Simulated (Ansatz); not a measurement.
Total energies of C2H5AlCl (`C[CH2][Al][Cl]`) radical.

```xyz
9

C     0.689   -0.595   -0.311
C    -0.293   -0.135    0.762
Al   -1.356    1.468    0.289
Cl   -1.087    2.244   -1.672
H     1.426    0.176   -0.543
H     1.236   -1.488    0.008
H     0.180   -0.837   -1.247
H    -1.015   -0.923    1.008
H     0.220    0.090    1.705
```

The species carries charge 0 and has multiplicity 2. The geometry is a stationary point of PBE0-D4/def2-TZVP. It is one conformer, not always the lowest. Basis def2-TZVPP, Ansatz 0.2.0.

RPA on PBE orbitals: Hartree–Fock energy of these orbitals -780.11644 Eh, correlation -1.02995 Eh (frozen core).

| functional | energy without D4 (Eh) | D4 term (kJ/mol) |
| --- | --- | --- |
| ωB97M-V | -781.84479 | – |
| B2PLYP | -781.61062 | – |

Problem. Give the same for LDA (SPW92), PBE, revPBE, BLYP, r2SCAN, B97M-V, PBE0, B3LYP, r2SCANh, r2SCAN0, HSE06 (plane-wave form), BHLYP, CAM-B3LYP, LC-ωPBE, ωB97X-V, PBE-QIDH. (An estimate is asked.)

Solution. The calculation gave: 
| functional | energy without D4 (Eh) | D4 term (kJ/mol) |
| --- | --- | --- |
| LDA (SPW92) | -778.63426 | – |
| PBE | -781.49605 | -18.6 |
| revPBE | -781.77413 | -54.1 |
| BLYP | -781.88796 | -40.4 |
| r2SCAN | -781.82957 | -4.4 |
| B97M-V | -781.75808 | – |
| PBE0 | -781.57161 | -15.8 |
| B3LYP | -781.97833 | -30.1 |
| r2SCANh | -781.82404 | -4.8 |
| r2SCAN0 | -781.81652 | -5.3 |
| HSE06 (plane-wave form) | -781.55280 | -14.8 |
| BHLYP | -781.88629 | -24.3 |
| CAM-B3LYP | -781.90498 | -16.1 |
| LC-ωPBE | -781.67560 | – |
| ωB97X-V | -781.80029 | – |
| PBE-QIDH | -781.38775 | – |

B3LYP takes the VWN-RPA correlation (the form of Gaussian; ORCA's B3LYP/G). HSE06 is the plane-wave form, built on full-range PBE exchange. The double hybrids freeze the cores in their second-order part.

LC-ωPBE has ω = 0.4 bohr⁻¹.
